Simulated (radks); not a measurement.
Values are calculated unless marked as measured or tabulated.
Species: the boron ion B+. Configuration: [He] 2s1 2p1 (not the ground configuration).

Level of theory: scalar-relativistic Kohn-Sham, r2SCAN, spin-polarised, spherical densities, finite nucleus; open shells are filled with parallel spins first; meta-GGA in the generalised Kohn-Sham scheme; Fermi nuclear charge, rms radius 2.406 fm (a radial shooting solver on a logarithmic mesh with Libxc functionals).

Energy parts (eV):
total: -657.793
kinetic: 656.537
electron-nucleus: -1478.122
Hartree: 262.367
exchange-correlation: -98.576

Orbitals (lengths in bohr, moments of r in powers of bohr; <r^-3> diverges for s and p1/2; r(max) is where P^2 peaks):
| orbital | occ. | eigenvalue (eV) | <1/r> | <r^2> | <r^-3> | r(max) |
|---|---|---|---|---|---|---|
| 1s up | 1 | -197.0409 | 4.668 | 0.1461 | - | 0.2102 |
| 1s down | 1 | -196.0285 | 4.668 | 0.1453 | - | 0.2104 |
| 2s up | 1 | -21.5365 | 0.8149 | 3.607 | - | 1.432 |
| 2p up | 1 | -14.5740 | 0.7128 | 3.992 | 1.152 | 1.404 |

The highest occupied level is 2p up at -14.574 eV. The density falls to 0.001 e/bohr^3 at r = 3.36 bohr. The spin density at the nucleus is 2.065 e/bohr^3 (1s 0.043, 2s 2.022). The electron density at the nucleus is 72.07 e/bohr^3 (large components only). Spin moment in Bohr magnetons: 2.
